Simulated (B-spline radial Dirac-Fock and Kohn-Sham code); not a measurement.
X-ray form factors of vanadium in several charge states

These are calculated numbers from an atomic code on a B-spline grid; the model is Dirac-Fock orbitals of the configuration average with a finite nucleus.

Configurations: V [Ar] 3d3 4s2; V⁺ [Ar] 3d4; V²⁺ [Ar] 3d3; V⁵⁺ [Ne] 3s2 3p6. The first column is f₀ of V, the others are differences from it.

```
s (Å⁻¹)       V    Δ V⁺   Δ V²⁺   Δ V⁵⁺
      0  23.000  -1.000  -2.000  -5.000
   0.05  22.208  -0.608  -1.507  -4.370
    0.1  20.471  +0.046  -0.614  -3.105
   0.15  18.654  +0.357  -0.042  -2.023
    0.2  16.994  +0.341  +0.144  -1.298
   0.25  15.457  +0.208  +0.139  -0.819
    0.3  14.019  +0.082  +0.082  -0.487
   0.35  12.701  +0.001  +0.031  -0.257
    0.4  11.527  -0.040  -0.001  -0.106
   0.45  10.513  -0.053  -0.016  -0.014
    0.5   9.659  -0.051  -0.020  +0.033
    0.6   8.372  -0.029  -0.014  +0.053
    0.7   7.506  -0.009  -0.005  +0.036
    0.8   6.892   0.000   0.000  +0.021
    0.9   6.406  +0.002  +0.002  +0.018
      1   5.972   0.000  +0.001  +0.023
    1.1   5.554  -0.003   0.000  +0.030
    1.2   5.140  -0.006  -0.002  +0.038
    1.4   4.334  -0.010  -0.004  +0.044
    1.6   3.604  -0.009  -0.004  +0.041
```
